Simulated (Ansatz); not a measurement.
# Molecular dynamics of H₆O₄Si₂

The input (input.yaml):

```yaml
crystal:
  periodic: [false, false, false]
  atoms:
    - { symbol: Si, position_ang: [-0.221217, -0.135645, 0.077464] }
    - { symbol: O, position_ang: [-0.302402, 0.018893, 1.77355] }
    - { symbol: H, position_ang: [-0.021713, 0.971254, 1.945096] }
    - { symbol: O, position_ang: [1.225167, 0.127068, -0.602045] }
    - { symbol: H, position_ang: [1.485898, -0.633352, -1.184255] }
    - { symbol: O, position_ang: [-1.250681, 1.049071, -0.448619] }
    - { symbol: H, position_ang: [-1.30111, 1.056581, -1.436467] }
    - { symbol: O, position_ang: [-0.728932, -1.623517, -0.433975] }
    - { symbol: Si, position_ang: [-1.650311, -2.727512, 0.394229] }
    - { symbol: H, position_ang: [-0.896508, -3.359392, 1.439016] }
    - { symbol: H, position_ang: [-2.82571, -2.127043, 0.94246] }
    - { symbol: H, position_ang: [-2.184299, -3.801974, -0.341251] }
basis:
  gaussian: { orbitals: STO-3G }
hamiltonian:
  xc: { name: BHLYP }
md:
  timestep: 1.0
  n_steps: 100
  ensemble: nve
  temperature: 2000.0
  initial_velocities: maxwell_boltzmann
  seed: 693007
```

Launched with:

```bash
$ ansatz run input.yaml --threads 1 --pin off --max-ram 2048MiB --backend cpu --events-out ev --progress --plain --runs-dir out
```

It goes on from the last frame of an earlier run, with new velocities.

Output, in part (one step line in 2, the closing report, with atoms numbered from 0):

```
md step     0: t =     0.00 fs  T =  2000.0 K  F+E_penalty+E_count = -23743.06722060 eV  E_kin = 2.585200 eV  conserved = -23740.48202062 eV  (21 SCF iters)
md step     2: t =     2.00 fs  T =  1684.2 K  F+E_penalty+E_count = -23742.63460665 eV  E_kin = 2.176958 eV  conserved = -23740.45764882 eV  (25 SCF iters)
md step     4: t =     4.00 fs  T =  1433.1 K  F+E_penalty+E_count = -23742.32124516 eV  E_kin = 1.852442 eV  conserved = -23740.46880282 eV  (25 SCF iters)
md step     6: t =     6.00 fs  T =  1076.0 K  F+E_penalty+E_count = -23741.83939585 eV  E_kin = 1.390869 eV  conserved = -23740.44852638 eV  (26 SCF iters)
md step     8: t =     8.00 fs  T =  1108.4 K  F+E_penalty+E_count = -23741.90285396 eV  E_kin = 1.432764 eV  conserved = -23740.47008986 eV  (25 SCF iters)
md step    10: t =    10.00 fs  T =  1229.2 K  F+E_penalty+E_count = -23742.04399271 eV  E_kin = 1.588859 eV  conserved = -23740.45513369 eV  (26 SCF iters)
md step    12: t =    12.00 fs  T =  1546.3 K  F+E_penalty+E_count = -23742.47278414 eV  E_kin = 1.998687 eV  conserved = -23740.47409727 eV  (26 SCF iters)
md step    14: t =    14.00 fs  T =  1510.4 K  F+E_penalty+E_count = -23742.40962068 eV  E_kin = 1.952401 eV  conserved = -23740.45721919 eV  (26 SCF iters)
md step    16: t =    16.00 fs  T =  1451.2 K  F+E_penalty+E_count = -23742.35135685 eV  E_kin = 1.875817 eV  conserved = -23740.47553994 eV  (23 SCF iters)
md step    18: t =    18.00 fs  T =  1135.5 K  F+E_penalty+E_count = -23741.92380398 eV  E_kin = 1.467772 eV  conserved = -23740.45603182 eV  (27 SCF iters)
md step    20: t =    20.00 fs  T =   981.4 K  F+E_penalty+E_count = -23741.72956794 eV  E_kin = 1.268522 eV  conserved = -23740.46104546 eV  (27 SCF iters)
md step    22: t =    22.00 fs  T =   900.1 K  F+E_penalty+E_count = -23741.62250789 eV  E_kin = 1.163469 eV  conserved = -23740.45903880 eV  (27 SCF iters)
md step    24: t =    24.00 fs  T =   983.0 K  F+E_penalty+E_count = -23741.73980551 eV  E_kin = 1.270597 eV  conserved = -23740.46920844 eV  (26 SCF iters)
md step    26: t =    26.00 fs  T =  1021.9 K  F+E_penalty+E_count = -23741.77966716 eV  E_kin = 1.320910 eV  conserved = -23740.45875764 eV  (27 SCF iters)
md step    28: t =    28.00 fs  T =  1130.4 K  F+E_penalty+E_count = -23741.92274534 eV  E_kin = 1.461161 eV  conserved = -23740.46158470 eV  (26 SCF iters)
md step    30: t =    30.00 fs  T =  1214.0 K  F+E_penalty+E_count = -23742.03986153 eV  E_kin = 1.569252 eV  conserved = -23740.47060939 eV  (26 SCF iters)
md step    32: t =    32.00 fs  T =  1172.4 K  F+E_penalty+E_count = -23741.97749786 eV  E_kin = 1.515465 eV  conserved = -23740.46203294 eV  (25 SCF iters)
md step    34: t =    34.00 fs  T =  1177.1 K  F+E_penalty+E_count = -23741.98632656 eV  E_kin = 1.521553 eV  conserved = -23740.46477385 eV  (23 SCF iters)
md step    36: t =    36.00 fs  T =  1116.8 K  F+E_penalty+E_count = -23741.90055138 eV  E_kin = 1.443579 eV  conserved = -23740.45697215 eV  (25 SCF iters)
md step    38: t =    38.00 fs  T =  1212.5 K  F+E_penalty+E_count = -23742.03997697 eV  E_kin = 1.567266 eV  conserved = -23740.47271070 eV  (25 SCF iters)
md step    40: t =    40.00 fs  T =  1221.7 K  F+E_penalty+E_count = -23742.03814231 eV  E_kin = 1.579190 eV  conserved = -23740.45895261 eV  (25 SCF iters)
md step    42: t =    42.00 fs  T =  1272.1 K  F+E_penalty+E_count = -23742.11358796 eV  E_kin = 1.644304 eV  conserved = -23740.46928420 eV  (25 SCF iters)
md step    44: t =    44.00 fs  T =  1135.7 K  F+E_penalty+E_count = -23741.92382034 eV  E_kin = 1.467955 eV  conserved = -23740.45586564 eV  (25 SCF iters)
md step    46: t =    46.00 fs  T =  1164.6 K  F+E_penalty+E_count = -23741.98130947 eV  E_kin = 1.505387 eV  conserved = -23740.47592283 eV  (25 SCF iters)
md step    48: t =    48.00 fs  T =  1047.1 K  F+E_penalty+E_count = -23741.81419286 eV  E_kin = 1.353464 eV  conserved = -23740.46072847 eV  (25 SCF iters)
md step    50: t =    50.00 fs  T =  1026.0 K  F+E_penalty+E_count = -23741.78815236 eV  E_kin = 1.326211 eV  conserved = -23740.46194179 eV  (25 SCF iters)
md step    52: t =    52.00 fs  T =  1108.1 K  F+E_penalty+E_count = -23741.88719402 eV  E_kin = 1.432362 eV  conserved = -23740.45483241 eV  (25 SCF iters)
md step    54: t =    54.00 fs  T =  1461.1 K  F+E_penalty+E_count = -23742.36520151 eV  E_kin = 1.888586 eV  conserved = -23740.47661558 eV  (25 SCF iters)
md step    56: t =    56.00 fs  T =  1563.6 K  F+E_penalty+E_count = -23742.48121320 eV  E_kin = 2.021065 eV  conserved = -23740.46014782 eV  (25 SCF iters)
md step    58: t =    58.00 fs  T =  1622.0 K  F+E_penalty+E_count = -23742.56737260 eV  E_kin = 2.096632 eV  conserved = -23740.47074105 eV  (26 SCF iters)
md step    60: t =    60.00 fs  T =  1408.5 K  F+E_penalty+E_count = -23742.27941640 eV  E_kin = 1.820668 eV  conserved = -23740.45874833 eV  (26 SCF iters)
md step    62: t =    62.00 fs  T =  1268.2 K  F+E_penalty+E_count = -23742.11158181 eV  E_kin = 1.639325 eV  conserved = -23740.47225716 eV  (25 SCF iters)
md step    64: t =    64.00 fs  T =   988.0 K  F+E_penalty+E_count = -23741.72424749 eV  E_kin = 1.277124 eV  conserved = -23740.44712392 eV  (26 SCF iters)
md step    66: t =    66.00 fs  T =  1043.1 K  F+E_penalty+E_count = -23741.81994378 eV  E_kin = 1.348281 eV  conserved = -23740.47166308 eV  (27 SCF iters)
md step    68: t =    68.00 fs  T =   959.5 K  F+E_penalty+E_count = -23741.69325456 eV  E_kin = 1.240207 eV  conserved = -23740.45304789 eV  (28 SCF iters)
md step    70: t =    70.00 fs  T =  1168.0 K  F+E_penalty+E_count = -23741.97842373 eV  E_kin = 1.509725 eV  conserved = -23740.46869844 eV  (26 SCF iters)
md step    72: t =    72.00 fs  T =  1241.7 K  F+E_penalty+E_count = -23742.06157754 eV  E_kin = 1.605010 eV  conserved = -23740.45656786 eV  (27 SCF iters)
md step    74: t =    74.00 fs  T =  1315.5 K  F+E_penalty+E_count = -23742.17551802 eV  E_kin = 1.700460 eV  conserved = -23740.47505792 eV  (27 SCF iters)
md step    76: t =    76.00 fs  T =  1121.3 K  F+E_penalty+E_count = -23741.90451707 eV  E_kin = 1.449372 eV  conserved = -23740.45514549 eV  (27 SCF iters)
md step    78: t =    78.00 fs  T =  1083.9 K  F+E_penalty+E_count = -23741.86937543 eV  E_kin = 1.401059 eV  conserved = -23740.46831654 eV  (27 SCF iters)
md step    80: t =    80.00 fs  T =   890.5 K  F+E_penalty+E_count = -23741.60321411 eV  E_kin = 1.151023 eV  conserved = -23740.45219152 eV  (26 SCF iters)
md step    82: t =    82.00 fs  T =   895.1 K  F+E_penalty+E_count = -23741.62947407 eV  E_kin = 1.157006 eV  conserved = -23740.47246829 eV  (27 SCF iters)
md step    84: t =    84.00 fs  T =   823.7 K  F+E_penalty+E_count = -23741.51951023 eV  E_kin = 1.064696 eV  conserved = -23740.45481379 eV  (27 SCF iters)
md step    86: t =    86.00 fs  T =   984.4 K  F+E_penalty+E_count = -23741.73665313 eV  E_kin = 1.272403 eV  conserved = -23740.46424988 eV  (27 SCF iters)
md step    88: t =    88.00 fs  T =  1126.8 K  F+E_penalty+E_count = -23741.91678263 eV  E_kin = 1.456533 eV  conserved = -23740.46025003 eV  (26 SCF iters)
md step    90: t =    90.00 fs  T =  1291.5 K  F+E_penalty+E_count = -23742.14017004 eV  E_kin = 1.669450 eV  conserved = -23740.47072031 eV  (26 SCF iters)
md step    92: t =    92.00 fs  T =  1306.6 K  F+E_penalty+E_count = -23742.14943119 eV  E_kin = 1.688930 eV  conserved = -23740.46050117 eV  (26 SCF iters)
md step    94: t =    94.00 fs  T =  1338.0 K  F+E_penalty+E_count = -23742.19278859 eV  E_kin = 1.729459 eV  conserved = -23740.46332981 eV  (26 SCF iters)
md step    96: t =    96.00 fs  T =  1297.3 K  F+E_penalty+E_count = -23742.14903062 eV  E_kin = 1.676917 eV  conserved = -23740.47211385 eV  (25 SCF iters)
md step    98: t =    98.00 fs  T =  1025.2 K  F+E_penalty+E_count = -23741.79005877 eV  E_kin = 1.325190 eV  conserved = -23740.46486904 eV  (26 SCF iters)
md step   100: t =   100.00 fs  T =   738.2 K  F+E_penalty+E_count = -23741.41201292 eV  E_kin = 0.954215 eV  conserved = -23740.45779751 eV  (23 SCF iters)
Total energy: -23741.41215003 eV, -872.4808040064 hartree
Atom 0 at    -0.506333    -0.140039     0.131988 Å, force    -2.913731     3.998953    -1.707084 eV/Å
Atom 1 at    -0.350187    -0.046454     1.742024 Å, force    -0.386515     1.215968     2.453118 eV/Å
Atom 2 at    -0.124858     0.894367     2.049127 Å, force    -0.263982    -0.993195    -0.442864 eV/Å
Atom 3 at     0.998545    -0.454806    -0.274333 Å, force     2.902787    -1.548098    -1.675100 eV/Å
Atom 4 at     0.913699    -0.725256    -1.231201 Å, force     0.890130    -0.072710    -0.342605 eV/Å
Atom 5 at    -0.798763     1.325914    -0.790829 Å, force     1.202380    -0.081621     0.896362 eV/Å
Atom 6 at     0.122103     1.850938    -0.828659 Å, force    -2.044841    -1.696866     0.379379 eV/Å
Atom 7 at    -1.602317    -1.342136    -0.231547 Å, force    -0.390929     8.826628    -1.574598 eV/Å
Atom 8 at    -1.095259    -2.688694     0.260991 Å, force    -0.752575    -8.281501     1.360710 eV/Å
Atom 9 at     0.204086    -2.934795     0.680034 Å, force     1.481790     0.189796     0.246231 eV/Å
Atom 10 at    -1.947117    -3.095618     1.327910 Å, force    -0.063761    -0.394383     0.299099 eV/Å
Atom 11 at    -1.387399    -3.430104    -0.921896 Å, force     0.339247    -1.162970     0.107350 eV/Å
Dipole moment:     0.246282     0.200101    -0.035021 e Å
```

All steps were run. The conserved energy stayed within 3 meV per atom of its start (net change 2 meV per atom), so there is no drift, though single steps change it by up to 24 meV in the whole system, a sign of fast motions only just resolved. A run of 0.1 ps of so small a system gives no equilibrium averages. Limits of this set-up: minimal basis.

No bond is clearly made or broken; grazing contacts change: Si1–Si9 2.98 → 2.62 Å. Pairs count as bonded within 1.25 times the sum of covalent radii (0.12 Å more for H–H).

Last frame:

```xyz
12
Properties=species:S:1:pos:R:3
Si -0.506 -0.140 0.132
O -0.350 -0.046 1.742
H -0.125 0.894 2.049
O 0.999 -0.455 -0.274
H 0.914 -0.725 -1.231
O -0.799 1.326 -0.791
H 0.122 1.851 -0.829
O -1.602 -1.342 -0.232
Si -1.095 -2.689 0.261
H 0.204 -2.935 0.680
H -1.947 -3.096 1.328
H -1.387 -3.430 -0.922
```

Time of the run: 5.4 min on 1 thread of Arm Neoverse V1, with other jobs on the host, peak memory 0.12 GiB.
